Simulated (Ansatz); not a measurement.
Hg₃S₂, relaxed as a triplet with UKS B3LYP-D4/def2-SVP in Ansatz, starting from the B3LYP-D4/def2-SVP geometry of the neutral singlet. Force threshold 0.02 eV/Å.

In the def2 sets Hg takes a core potential; there is no spin–orbit coupling. In the triplet geometry the species has come apart into loosely held pieces. The relaxation made no stability test and no search for a lower SCF solution. Another isomer (singlet) lies 0.16 eV lower at PBE0-D4/def2-TZVP.

Start:

```xyz
5

Hg   -2.5779    0.6093   -2.3610
Hg    3.1321   -0.7500    2.8441
Hg    0.9477   -0.2244    0.8731
S    -0.0926    0.9993   -1.1846
S    -1.4093   -0.6343   -0.1715
```

```csv
step,energy (eV),largest force component (eV/Å),SCF passes
1,-34199.4268,1.759,24
2,-34200.1330,1.035,25
3,-34200.2868,1.079,39
4,-34200.5490,1.540,43
5,-34200.9151,1.622,31
6,-34201.2364,0.512,26
7,-34201.3963,0.290,23
8,-34201.5114,0.406,23
9,-34201.5662,0.084,22
10,-34201.5800,0.044,22
11,-34201.5833,0.021,20
13,-34201.5841,0.065,20
15,-34201.5843,0.002,15
17,-34201.5853,0.011,20
19,-34201.5868,0.209,22
21,-34201.5929,0.166,22
23,-34201.6045,0.206,22
25,-34201.6241,0.056,21
27,-34201.6545,0.047,22
29,-34201.6835,0.028,21
31,-34201.6883,0.063,20
32,-34201.6888,0.003,21
```

Force components are those of the run's own axes.

End:

| atom | x (Å) | y (Å) | z (Å) |
| --- | --- | --- | --- |
| Hg1 | -2.9136 | 1.0794 | -3.1114 |
| Hg2 | 3.0233 | 0.2418 | 1.6041 |
| Hg3 | 0.2460 | -1.9773 | 2.5499 |
| S4 | 0.5358 | 0.9279 | -0.7657 |
| S5 | -0.8914 | -0.2718 | -0.2768 |

Bonds lost: Hg2–Hg3, Hg3–S4, Hg3–S5 (atoms count from 1). The end holds 4 separate pieces.

The force fell under the threshold at step 12, but the optimiser went on and released 0.105 eV more. No frequencies were taken in this run, so the end may be a saddle point.

Run time 1.8 min (4 threads of Arm Neoverse V2 on a shared host).
